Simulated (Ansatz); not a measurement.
Basis-set series for `CNB(NC)NC`. Charge 0, multiplicity 1. All single points use the PBE0-D4/def2-TZVP geometry. It is one conformer, not always the lowest.

```
functional       basis  functions  energy (Eh)  HOMO (eV)  LUMO (eV)
   PBE0-D4    def2-SVP        158   -310.16292      -5.83       1.89
   PBE0-D4  def2-TZVPP        385   -310.50771      -6.05       1.05
   ωB97M-V    def2-SVP        158   -310.36168      -8.17       3.51
   ωB97M-V  def2-TZVPP        385   -310.72289      -8.39       2.35
```

(1) Give the rows for def2-QZVPP. (An estimate is asked.)

## Answers

(1) Ansatz gave: 
| functional | basis | functions | energy (Eh) | HOMO (eV) | LUMO (eV) |
| --- | --- | --- | --- | --- | --- |
| PBE0-D4 | def2-QZVPP | 759 | -310.52619 | -6.09 | 0.60 |
| ωB97M-V | def2-QZVPP | 759 | -310.74073 | -8.42 | 1.63 |

Positive LUMOs are unbound and depend on the basis.
